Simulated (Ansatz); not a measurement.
Program: Ansatz. Geometries: PBE0-D4/def2-TZVP. ΔE: electronic, gas phase. CCSD(T)/CBS adds triple-zeta CCSD(T) − MP2 to the extrapolated MP2 energy (def2 sets, frozen cores). This one scheme is used for every species, atoms too. Functionals use def2-TZVPP. HSE06 is defined as in plane-wave codes. Open shells (•) are unrestricted, without spin–orbit coupling. Spin–orbit coupling would lower the free atoms: a little for Al, F, O, Si. One conformer a species, not always the lowest.

Consider the atomization: `[F][Al][O][SiH3]`• → Al• + F• + 3 H• + O• + Si•.

CCSD(T)/CBS gives +25.49 eV.

Problem. Another level gave +24.72 eV. Which?
A. SCS-MP2/def2-TZVPP
B. CCSD/def2-TZVPP
C. BHLYP-D4/def2-TZVPP
D. HSE06/def2-TZVPP

Solution. D. HSE06 24.72, BHLYP-D4 24.56, CCSD/def2-TZVPP 24.40, SCS-MP2/def2-TZVPP 25.25 eV.

Largest T1 diagnostic among the species: 0.018.

At CCSD(T), def2-SVP lies −2.07 eV from the extrapolated value and def2-TZVPP −0.77 eV: correlation converges slowly with the basis, and small sets miss more of it in the bonded molecule than in its fragments. Leaving LDA and LC-ωPBE aside and taking each functional with its dispersion term where it has one, the values, not all of them listed here, spread over 0.93 eV, from BHLYP-D4 to r2SCAN-D4. LDA lies +3.25 eV from PBE without D4, its usual overbinding. From PBE to PBE0 (25 % exact exchange), in def2-TZVPP and without D4, ΔE moves by −0.41 eV: exact exchange takes away binding that semilocal exchange gives to molecules.

For atomizations the MP2-based limit and the directly extrapolated one differ by several kJ/mol either way, and by 10 to 25 for some Ge, Se and Sn compounds, so smaller differences from it don't rank the levels.
